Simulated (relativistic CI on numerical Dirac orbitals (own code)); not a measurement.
# V5+ in a cubic cluster: 2p photoemission with charge transfer

Computed with a charge-transfer multiplet model of a cubic metal-ligand cluster with up to 2 ligand holes, Slater and spin-orbit integrals from Dirac-Coulomb-Breit ions, Slater integrals scaled by 0.9. The ground state mixes d0 with configurations of k ligand holes L, whose averages lie at kΔ + k(k − 1)U_dd/2; a core hole lowers each added d electron by U_cd. 300 K, Lorentzian 0.6 eV and Gaussian 0.8 eV FWHM.

Atomic integrals in eV (Slater integrals scaled, ζ unscaled), ground: F2dd 9.064, F4dd 5.680, zeta_d 0.024; with the core hole: F2dd 9.064, F4dd 5.680, zeta_d 0.047, zeta_core 4.606, F2cd 6.737, G1cd 5.189, G3cd 2.951. Where a configuration has fewer than two d electrons, the dd integrals are those of d2.

Cluster parameters (eV): U_dd = 4.3, U_cd = 5, 10Dq = 2.5, 10Dq(ligand) = 1, V(eg) = 1.5, V(t2g) = -0.75, final-state hopping factor = 1.

Weights, n_d and S are thermal averages at 300 K. Binding energies count from the first peak over 30 % of the highest in each spectrum, which can be another peak from case to case. The parameters are a model scan and need not match a compound or its usual spin state. Peaks in eV (height, largest 100): 0.0 (100), 7.8 (52), 16.3 (7).

**Question.** Which parameters give this spectrum?
A. Δ = 0.7 eV
B. Δ = -2.3 eV
C. Δ = -0.3 eV

**Answer.** B. Δ = -2.3 eV; the ground state then has 1.16 d electrons and S = 0.00. The choice follows from running the model for each set and comparing peak positions and heights. The space is cut while the next configuration still counts.
